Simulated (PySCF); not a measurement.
A calculated (B2PLYP, PySCF 2.14, aug-cc-pVQZ with one added diffuse shell each of s, p, d, f, g type, no relativity, point nucleus) atom or ion has these occupied shells.

```
shell  electrons  orbital energy (eV)  rms radius, mean of both spins (bohr)
 1s α          1              -282.49                                  0.313
 1s β          1              -281.44                                  0.313
 2s α          1              -10.361                                   1.89
 2s β          1               -5.010                                   1.89
 2p α          3               -0.098                                   2.68
```

(1) Name the element and its charge.

## Answers

(1) C⁻ (carbon, charge -1), in [He] 2s2 2p3, high-spin 4S determinant.
